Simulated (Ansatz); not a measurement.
Z-matrix (Å, degrees):
```
C
O 1 1.404
H 1 1.096 2 111.8
H 1 1.097 2 111.3 3 -121.1
H 1 1.092 2 108.5 3 119.8
Si 2 1.646 1 123.4 3 53.7
N 6 1.708 2 100.9 1 172.5
N 6 1.717 2 105.8 1 -59.0
N 6 1.705 2 119.4 1 56.6
H 7 1.005 6 121.3 2 171.3
H 7 1.006 6 119.3 2 23.9
H 8 1.007 6 119.7 2 -44.9
H 8 1.007 6 119.8 2 171.7
H 9 1.006 6 120.5 2 75.0
H 9 1.005 6 121.8 2 -77.8
```

Total charge 0; spin multiplicity 1.

(1) List the PBE0/def2-TZVPP orbital energies in eV (Ansatz). (Estimate.)

Answers

(1) The calculation gave: Occupied: -1802.59, -521.98, -390.34, -390.30, -390.20, -278.98, -144.71, -99.42, -99.39, -99.38, -27.90, -23.83, -23.06, -22.96, -18.79, -14.77, -13.75, -13.62, -13.26, -12.46, -12.22, -12.12, -11.19, -10.91, -8.73, -8.18, -7.69, -7.29, -6.78. Lowest empty: 0.85, 1.84, 1.95, 2.39, 2.82, 3.06, 3.11, 3.47.
